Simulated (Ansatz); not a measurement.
One geometry of H7InSi2 (`[SiH3][SiH2][InH2]`), several functionals.

```yaml
crystal:
  periodic: [false, false, false]
  atoms:
    - {symbol: Si, position_ang: [-1.450944, 0.732259, -0.821554]}
    - {symbol: Si, position_ang: [0.023051, -0.982688, -0.222448]}
    - {symbol: In, position_ang: [1.884772, -0.062652, 1.293106]}
    - {symbol: H, position_ang: [-2.541053, 0.248652, -1.711493]}
    - {symbol: H, position_ang: [-0.707741, 1.812139, -1.527488]}
    - {symbol: H, position_ang: [-2.065690, 1.320537, 0.400466]}
    - {symbol: H, position_ang: [-0.761329, -2.056895, 0.451787]}
    - {symbol: H, position_ang: [0.588689, -1.557908, -1.477336]}
    - {symbol: H, position_ang: [1.761404, -0.160929, 3.013879]}
    - {symbol: H, position_ang: [3.268842, 0.707495, 0.601081]}
basis:
  gaussian: {orbitals: def2-TZVPP}
hamiltonian: {xc: lda}
output: {orbitals: {seedname: orbitals}}
```

```sh
$ ansatz run in.yaml --threads 4 --pin off --events-out ev --progress --plain
```

It prints (some lines left out):

```
Functional definition: SPW92
1377 factors; their error is unknown
mean field evaluation 1: about -20966.4322 eV, gradient 3.0e1 eV
mean field evaluation 2: about -20965.9582 eV, gradient 3.4e1 eV
mean field evaluation 4: about -20969.2422 eV, gradient 1.8e0 eV
mean field evaluation 8: about -20969.2511 eV, gradient 4.2e-2 eV
mean field evaluation 16: about -20969.2141 eV, gradient 3.4e-5 eV
mean field -20969.21408928 eV, -770.6044043374 hartree, gradient 3.4e-5 eV, S^2 0.000000; 0 other end points of the search recorded, 0 dependent functions left out
reference -20969.21415042 eV, -770.6044065841 hartree; 28, 28 occupied and 204, 204 virtual orbitals, 1377 factors
Total energy: -20969.21415042 eV, -770.6044065841 hartree
```

Run time 1.9 s (4 threads of a server CPU on a shared host); peak host memory 0.29 GiB.

The same input with `hamiltonian: {xc: {name: B3LYP}, dispersion: d4}` and forces (abridged; 7.5 s):

```
Functional definition: B3LYP
mean field evaluation 16: about -21046.2035 eV, gradient 1.3e-5 eV
mean field -21046.20354587 eV, -773.4337146814 hartree, gradient 1.3e-5 eV, S^2 0.000000
Total energy: -21046.56141602 eV, -773.4468661672 hartree
Atom 0 force    -0.104591     0.114486    -0.042550 eV/Å
Atom 1 force    -0.061443    -0.176855    -0.091312 eV/Å
Atom 2 force     0.035519    -0.002372     0.022575 eV/Å
Atom 3 force     0.060933     0.035734     0.052653 eV/Å
Atom 4 force    -0.048713    -0.063936     0.043306 eV/Å
Atom 5 force     0.035707    -0.031606    -0.075689 eV/Å
Atom 6 force     0.049140     0.056891    -0.040009 eV/Å
Atom 7 force    -0.029568     0.026902     0.075317 eV/Å
Atom 8 force     0.002763     0.005348     0.073381 eV/Å
Atom 9 force     0.060251     0.035408    -0.017672 eV/Å
Dipole moment:     0.023550    -0.046279     0.006377 e Å
```

Changing it to `hamiltonian: {xc: pbe0, dispersion: d4}` (abridged; 4.3 s):

```
Functional definition: PBE0
mean field evaluation 16: about -21036.1441 eV, gradient 3.3e-5 eV
mean field -21036.14410929 eV, -773.0640372057 hartree, gradient 3.3e-5 eV, S^2 0.000000
Total energy: -21036.33340945 eV, -773.0709938585 hartree
```

The same input with `hamiltonian: {xc: {name: LC-wPBE}}` (abridged; 4.2 s):

```
Functional definition: LC-wPBE
mean field evaluation 16: about -21038.9564 eV, gradient 3.5e-5 eV
mean field -21038.95639813 eV, -773.1673869143 hartree, gradient 3.5e-5 eV, S^2 0.000000
Total energy: -21038.95639814 eV, -773.1673869147 hartree
```

Changing it to `hamiltonian: {xc: {name: r2SCANh}, dispersion: d4}` (abridged; 7.5 s):

```
Functional definition: r2SCANh
mean field evaluation 16: about -21042.8673 eV, gradient 5.3e-5 eV
mean field -21042.86730335 eV, -773.3111100302 hartree, gradient 5.3e-5 eV, S^2 0.000000
Total energy: -21042.92449461 eV, -773.3132117705 hartree
```

With the line `hamiltonian: {xc: pbe, dispersion: d4}` and forces (abridged; 3.7 s):

```
Functional definition: PBE
mean field evaluation 16: about -21034.3686 eV, gradient 7.1e-5 eV
mean field -21034.36855599 eV, -772.9987868256 hartree, gradient 7.1e-5 eV, S^2 0.000000
Total energy: -21034.58794979 eV, -773.0068493990 hartree
Atom 0 force     0.053338    -0.052748     0.025489 eV/Å
Atom 1 force     0.024560     0.068976     0.035822 eV/Å
Atom 2 force    -0.033377    -0.023118    -0.031873 eV/Å
Atom 3 force    -0.114092    -0.045160    -0.090868 eV/Å
Atom 4 force     0.067353     0.104539    -0.068750 eV/Å
Atom 5 force    -0.061943     0.059068     0.114659 eV/Å
Atom 6 force    -0.081772    -0.108866     0.062549 eV/Å
Atom 7 force     0.053489    -0.058291    -0.126644 eV/Å
Atom 8 force    -0.013507    -0.004831     0.134271 eV/Å
Atom 9 force     0.105950     0.060430    -0.054656 eV/Å
Dipole moment:     0.026221    -0.038103     0.009737 e Å
```

B3LYP takes the VWN-RPA correlation (the form of Gaussian; ORCA's B3LYP/G).
